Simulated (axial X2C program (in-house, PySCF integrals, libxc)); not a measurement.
## Worked dissociation energy of LiRb⁺: PBE0, scalar-relativistic

All values were computed with an in-house relativistic program for diatomic molecules. Spin-free means the one-electron spin-free X2C Hamiltonian. Basis: Rb dyall-cv3z [12s13p8d4f1g], Li dyall-cv3z [7s8p2d] (cores contracted in-house); Gaussian nuclei, density fitting, unrestricted open shells. Masses: Rb 84.912 u, Li 7.016 u.

Molecular state: M_S = 1/2, Λ = 0 (beyond evenly filled blocks: σα).

```
E(Rb+) (2M_S = 0, M_L = 0) : -2980.569636 hartree
E(Li) (2M_S = 1, M_L = 0)  : -7.467898 hartree
E(LiRb⁺) at Re             : -2988.055800 hartree
ωe                         : 132.3 cm⁻¹
ωexe                       : 0.945 cm⁻¹
```

Question: Work out De and D0.

Answer: De = -2980.569636 + (-7.467898) − (-2988.055800) = 0.01827 hartree = 0.497 eV. The zero-point energy is ωe/2 − ωexe/4 = 66 cm⁻¹ = 0.008 eV, so D0 = 0.489 eV.

The state is one determinant whose occupation by symmetry is held fixed; it was picked as the lowest of a PBE0 search that is not exhaustive. Dissociation energies refer to the lowest single-determinant-based atoms at the same level and basis.

The levels of this run spread widely (ωe from 100 to 138 cm⁻¹), so these constants depend on the method.

Each atomic determinant is the lowest at this level and need not be a pure term. Totals compare only within one Hamiltonian and basis.
